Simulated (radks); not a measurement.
Values are calculated unless marked as measured or tabulated.
All-electron atom: Kr I in [Ar] 3d10 4s2 4p5.75 5p0.25 (fractional occupations, a model configuration).

Level of theory: Dirac Kohn-Sham, PBEsol, spin-unpolarised, spherical densities, point nucleus; open shells fill j = l - 1/2 first (a radial shooting solver on a logarithmic mesh with Libxc functionals).

Energy parts (eV):
| part | energy |
|---|---|
| total | -75881.783 |
| kinetic | 77918.585 |
| electron-nucleus | -183331.980 |
| Hartree | 32108.635 |
| exchange-correlation | -2577.023 |

Orbitals (lengths in bohr, moments of r in powers of bohr; <r^-3> diverges for s and p1/2):
| orbital | occ. | eigenvalue (eV) | <r^-3> | small-component weight |
|---|---|---|---|---|
| 1s1/2 | 2 | -14145.17 | - | 1.71e-02 |
| 2s1/2 | 2 | -1864.360 | - | 3.39e-03 |
| 2p1/2 | 2 | -1685.396 | - | 3.39e-03 |
| 2p3/2 | 4 | -1631.628 | 1426 | 3.30e-03 |
| 3s1/2 | 2 | -265.5335 | - | 8.29e-04 |
| 3p1/2 | 2 | -202.3668 | - | 7.78e-04 |
| 3p3/2 | 4 | -194.4510 | 212.0 | 7.55e-04 |
| 3d3/2 | 4 | -84.2753 | 27.60 | 6.36e-04 |
| 3d5/2 | 6 | -82.9725 | 26.64 | 6.30e-04 |
| 4s1/2 | 2 | -24.9850 | - | 1.32e-04 |
| 4p1/2 | 2 | -11.4870 | - | 9.28e-05 |
| 4p3/2 | 3.75 | -10.8262 | 17.69 | 8.89e-05 |
| 5p1/2 | 0.25 | -0.5055 | - | 1.37e-06 |
| 5p3/2 | 0 | -0.4997 | 0.1585 | 1.34e-06 |

The highest occupied level is 5p1/2 at -0.506 eV. Summed over all electrons, <r^2> = 79.18 bohr^2, which gives a Langevin (diamagnetic) susceptibility term of -62.7 x 10^-6 cm^3/mol.
